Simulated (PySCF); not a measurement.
Species: CH₉FGe₂Si.
Cartesian coordinates in Å at the PBE0-D3(BJ)/def2-SVP level; atoms count from 1:
```xyz
14
CH9FGe2Si angstrom
F      1.5451    1.6544   -0.2810
C      1.7855    0.7321    0.7170
Ge     1.3140   -1.0675    0.0401
Ge    -0.7666   -0.7457   -1.1554
Si    -2.1727    0.6290    0.1843
H      1.1638    0.9821    1.5937
H      2.8441    0.7951    1.0188
H      2.4370   -1.5914   -0.8757
H      1.1506   -2.0289    1.2354
H     -0.4786   -0.0536   -2.5002
H     -1.4461   -2.1005   -1.4397
H     -2.4144   -0.0376    1.5020
H     -1.4807    1.9311    0.4271
H     -3.4902    0.8849   -0.4735
```

Method: TDDFT wB97X-D/def2-SVPD, vertical, gas phase, core orbitals frozen in the response (PySCF). The wB97X-D/def2-SVPD calculation is non-relativistic and has no spin–orbit coupling, an omission that weighs most on germanium.

Transition dipole moments from the ground state, in atomic units and in the frame of the coordinates above (overall signs are arbitrary), for the states with f of 0.002 or more among the lowest 7:

| state | E (hartree) | μx | μy | μz |
| --- | --- | --- | --- | --- |
| S1 | 0.2536 | -1.210 | 0.577 | -0.044 |
| S2 | 0.2581 | 0.598 | -0.310 | 0.032 |
| S3 | 0.2624 | -0.835 | 0.142 | -0.152 |
| S4 | 0.2701 | 0.178 | 0.177 | 0.434 |
| S5 | 0.2717 | 0.135 | 0.199 | 0.135 |
| S6 | 0.2780 | 0.277 | 0.260 | 0.206 |
| S7 | 0.2822 | -0.562 | 0.041 | -0.622 |

(1) Work out the oscillator strengths.

(2) Which bond between heavy atoms lies closest to the direction of the S1 transition dipole?

(3) What angle do the transition dipoles of S3 and S7 make?

(4) What peak molar absorption coefficient would the strongest computed level give as a lone Gaussian band 0.3 eV wide at half height?

Results:

(1) f = (2/3) ΔE |μ|² with ΔE in hartree (27.2114 eV).

```
state  |μ|² (au)  |μ| (D)      f
   S1      1.799     3.41  0.304
   S2      0.455     1.71  0.078
   S3      0.740     2.19  0.129
   S4      0.252     1.28  0.045
   S5      0.076     0.70  0.014
   S6      0.187     1.10  0.035
   S7      0.704     2.13  0.133
```

(2) Ge3–Ge4, at 32° from it; next Ge4–Si5 at 40°.

(3) |cos θ| = |μa·μb| / (|μa| |μb|) = 0.79, so θ ≈ 38° (taken between 0 and 90°, since the signs are arbitrary).

(4) ε(max) = 2.175×10⁸ f / FWHM, with the width in cm⁻¹. S1: 2.175×10⁸ × 0.3042 / 2420 ≈ 27000 L mol⁻¹ cm⁻¹.

The vertical ionisation energy (ΔSCF) is 9.61 eV, 1.93 eV above S7.

One conformer stands for the species.

Without π bonds the low states may be Rydberg-like; a valence basis with one diffuse set may place them up to an eV too high.
